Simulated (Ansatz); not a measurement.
C₃H₅F₃O (`CC(F)OC(F)F`). The species carries charge 0 and has multiplicity 1. All single points use the PBE0-D4/def2-TZVP geometry. It is one conformer, not always the lowest.

```xyz
12

C    -0.443    1.144    1.314
C     0.310    0.445    0.226
F     1.559    0.073    0.684
O    -0.393   -0.705   -0.132
C     0.061   -1.340   -1.252
F    -0.582   -2.506   -1.323
F    -0.255   -0.625   -2.359
H     0.121    2.015    1.648
H    -0.588    0.463    2.153
H    -1.416    1.467    0.943
H     0.481    1.077   -0.652
H     1.142   -1.507   -1.250
```

Problem. What is the dipole moment at r2SCAN/def2-TZVPP? (Best estimate.)

Solution. Ansatz gave: 1.93 D, with components (0.32, 1.77, 0.70) D in this frame, pointing from negative to positive charge.

Problem. And with PBE, B3LYP, ωB97M-V? (Estimate.)

Solution. Computed: PBE 1.86 D, B3LYP 1.98 D, ωB97M-V 1.97 D.

Problem. Give the Mulliken charges with r2SCAN, ωB97M-V, B3LYP in def2-TZVPP. (Best estimate.)

Solution. The calculation gave: 
```json
{"atom": "C1", "r2SCAN": "-0.12", "ωB97M-V": "-0.27", "B3LYP": "-0.22"}
{"atom": "C2", "r2SCAN": "0.29", "ωB97M-V": "0.20", "B3LYP": "0.26"}
{"atom": "F3", "r2SCAN": "-0.23", "ωB97M-V": "-0.22", "B3LYP": "-0.24"}
{"atom": "O4", "r2SCAN": "-0.25", "ωB97M-V": "-0.24", "B3LYP": "-0.25"}
{"atom": "C5", "r2SCAN": "0.41", "ωB97M-V": "0.34", "B3LYP": "0.37"}
{"atom": "F6", "r2SCAN": "-0.18", "ωB97M-V": "-0.17", "B3LYP": "-0.18"}
{"atom": "F7", "r2SCAN": "-0.20", "ωB97M-V": "-0.19", "B3LYP": "-0.20"}
{"atom": "H8", "r2SCAN": "0.05", "ωB97M-V": "0.11", "B3LYP": "0.09"}
{"atom": "H9", "r2SCAN": "0.06", "ωB97M-V": "0.12", "B3LYP": "0.10"}
{"atom": "H10", "r2SCAN": "0.06", "ωB97M-V": "0.11", "B3LYP": "0.09"}
{"atom": "H11", "r2SCAN": "0.05", "ωB97M-V": "0.11", "B3LYP": "0.09"}
{"atom": "H12", "r2SCAN": "0.06", "ωB97M-V": "0.11", "B3LYP": "0.10"}
```

B3LYP here is the variant with VWN-RPA as its local correlation; programs differ in this.
